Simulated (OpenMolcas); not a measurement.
**Cu3+: moving or changing the point charges**

Cu3+ among 6 point charges of -2.2 e arranged as an octahedron (Oh), 1.9 Å from the ion.
```
   1.9000    0.0000    0.0000  -2.20
   0.0000    1.9000    0.0000  -2.20
  -1.9000    0.0000    0.0000  -2.20
   0.0000   -1.9000    0.0000  -2.20
   0.0000    0.0000    1.9000  -2.20
   0.0000    0.0000   -1.9000  -2.20
```

```
Program             : OpenMolcas
Method              : CASSCF
Basis               : ANO-RCC-VDZP [5s4p2d1f]
Scalar Hamiltonian  : DKH2, point nucleus
Active space        : 8 electrons in 5 orbitals (3d)
State averaging     : 2S+1 = 3 even, 10 roots; 2S+1 = 1 even, 15 roots
Spin-orbit coupling : RASSI with atomic mean-field integrals over the reference wave functions
```

Runs around this geometry, states (labels of O, the rotations of Oh). Energies in cm-1 above the lowest state or level, χT in cm3 K/mol; 10Dq and B are least-squares fits to the states below 45000 cm-1, weighted by degeneracy, with a free offset, and given where the rms deviation is under 5 % of |10Dq| (or 100 cm-1) and under 700 cm-1.

| R (Å) | q (e) | Ground state | First state of that spin | 10Dq | B (rms of fit) | First gap with spin-orbit (degeneracies) | χT at 300 K | First state of another spin |
| --- | --- | --- | --- | --- | --- | --- | --- | --- |
| 1.9 | -1.1 | 3A2 | 3T2 1942 | 1857 | 1465 (48) | 1599 (3, 2) | 2.610 | 1E 19640 |
| 1.77 | -2.2 | 3A2 | 3T2 5260 |  |  | 4866 (3, 2) | 1.797 | 1E 21158 |
| 1.9 | -2.2 | 3A2 | 3T2 3854 |  |  | 3461 (3, 2) | 2.031 | 1E 20633 |
| 2.03 | -2.2 | 3A2 | 3T2 2864 |  |  | 2484 (3, 2) | 2.279 | 1E 20173 |

Taking the first state of the same spin as R^-n, n = -ln(2864 / 5260) / ln(2.03 / 1.77) = 4.4 between the shortest and longest distance.

Scaling the charges by -1.1 / -2.2 = 0.50 scales the first state of the same spin by 1942 / 3854 = 0.50; with fixed orbitals a first-order splitting would follow the charge.

Without dynamic correlation the repulsion within the d shell is too large (B by tens of per cent), so at a given field states of lower spin stand too high. This field is weak: 10Dq is about 1857 cm-1, while octahedral complexes of 3d ions of charge 3 and more, computed by the same method with explicit ligands, had a median near 15000 cm-1. Ground spin and moment need not be those of a real site (figures for R = 1.9, q = -1.1; the like holds for R = 1.77, q = -2.2, R = 1.9, q = -2.2, R = 2.03, q = -2.2). The ground term spreads over less than 5000 cm-1, several times less than with real ligands, so orbital moments are less quenched and χT lies further from the spin-only value than at real sites (holds for R = 1.9, q = -1.1). Point charges carry no covalency, so the field is a model and not that of real ligands. No measured value stands beside these numbers.
